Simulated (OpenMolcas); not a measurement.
## Ti2+: ligand-field states by method

Ti2+ with its 6 nearest fluoride ions at 2.115 Å, on the Li site of LiF (a = 4.028 Å, distance in the model lattice 2.014 Å). The rest of the host is ab initio model potentials to 7.6 Å and point charges beyond; the distance is set by hand and nothing relaxes, and no local charge compensation is placed. Ligand basis ANO-RCC-VDZP.

| Property | Result |
| --- | --- |
| Program | OpenMolcas 26.06 |
| Basis | ANO-RCC-VTZP [6s5p3d2f1g] |
| Scalar Hamiltonian | DKH2, point nucleus |
| Active space | 2 electrons in 5 orbitals (3d) |
| State averaging | 2S+1 = 3 even, 10 roots; 2S+1 = 1 even, 15 roots |
| Spin-orbit coupling | RASSI with atomic mean-field integrals over the reference wave functions |

I. CASSCF
II. SS-CASPT2, IPEA 0.25 Eh, imaginary shift 0.1 Eh (closed shells correlated: 3s 3p and the ligand valence shells)

Spin-free states (labels of O, the rotations of Oh) in cm-1, each column counted from its own energy of the first state listed:

```json
{"State": "3T1", "Degeneracy": "3", "I": "0", "II": "0"}
{"State": "1T2", "Degeneracy": "3", "I": "11794", "II": "8950"}
{"State": "1E", "Degeneracy": "2", "I": "11931", "II": "9340"}
{"State": "3T2", "Degeneracy": "3", "I": "13149", "II": "14550"}
{"State": "1A1", "Degeneracy": "1", "I": "24337", "II": "19220"}
{"State": "3T1", "Degeneracy": "3", "I": "24734", "II": "23460"}
{"State": "1T2", "Degeneracy": "3", "I": "27111", "II": "25370"}
{"State": "3A2", "Degeneracy": "1", "I": "28136", "II": "30480"}
{"State": "1T1", "Degeneracy": "3", "I": "29850", "II": "28110"}
{"State": "1E", "Degeneracy": "2", "I": "42586", "II": "41770"}
{"State": "1A1", "Degeneracy": "1", "I": "60675", "II": "54890"}
```

From I to II, I's first state of the same spin (3T2) moves from 13149 to 14550 cm-1, by about +1400 cm-1.

From I to II, I's first state of another spin (1T2) moves from 11794 to 8950 cm-1, by about -2800 cm-1.

I: A least-squares ligand-field fit to the states below 45000 cm-1, each weighted by its degeneracy and with a free common offset, gives 10Dq = 15153 cm-1, B = 851 cm-1 and C = 3188 cm-1 (C/B = 3.75), with an rms deviation of 251 cm-1. The same method and metal basis give the free ion B = 891 cm-1 (fit to its terms below 60000 cm-1, rms deviation 68 cm-1), so the nephelauxetic ratio is β = 851 / 891 = 0.96; it hangs on how both fits weigh the states, and computed free-ion B values tend to be too large, so β mixes covalency with correlation.

II: A least-squares ligand-field fit to the states below 45000 cm-1, each weighted by its degeneracy and with a free common offset, gives 10Dq = 16308 cm-1, B = 678 cm-1 and C = 2437 cm-1 (C/B = 3.59), with an rms deviation of 287 cm-1. The same method and metal basis give the free ion B = 791 cm-1 (fit to its terms below 60000 cm-1, rms deviation 557 cm-1), so the nephelauxetic ratio is β = 678 / 791 = 0.86; it hangs on how both fits weigh the states, and computed free-ion B values tend to be too large, so β mixes covalency with correlation.

From I to II, 10Dq changes by +8 %, B by -20 % and C by -24 %.

χT at 300 K: I 1.09, II 1.09 cm3 K/mol.

Roots that are degenerate in the reference are averaged as groups; the widest CASPT2 spread within a group is 98 cm-1 (the 3-fold group of multiplicity 1 near 8950 cm-1 above the lowest state of its run, II). Shifts and gaps below about the spread of the groups concerned are not significant. Over all roots computed the reference weight is 0.75 to 0.76 in II; a low but even weight reflects the number of correlated electrons. An orbital triplet at a regular site is open to Jahn-Teller coupling, which can distort the site and quench the lowest spin-orbit gaps and is left out. Ligand-to-metal charge-transfer states are missing. With no ligand orbital active B as a rule stays too high, so bands that hang on it stand too high and its fall with covalency is understated. Without dynamic correlation the repulsion within the d shell is too large (B by tens of per cent), so at a given field states of lower spin stand too high (holds for I). With metal d orbitals alone and no dynamic correlation 10Dq can be off by a tenth to a fifth, either way, in oxide and fluoride hosts (holds for I). With one d shell and no ligand orbital active, 10Dq can be off by tens of per cent for divalent 3d ions, low with halides held by bare charges and at times high in hosts (holds for II). Free-ion shares, where given, are those of the reference states; single-state CASPT2 does not remix them (holds for II). No measured value stands beside these numbers; the geometry was set by hand and not optimised.
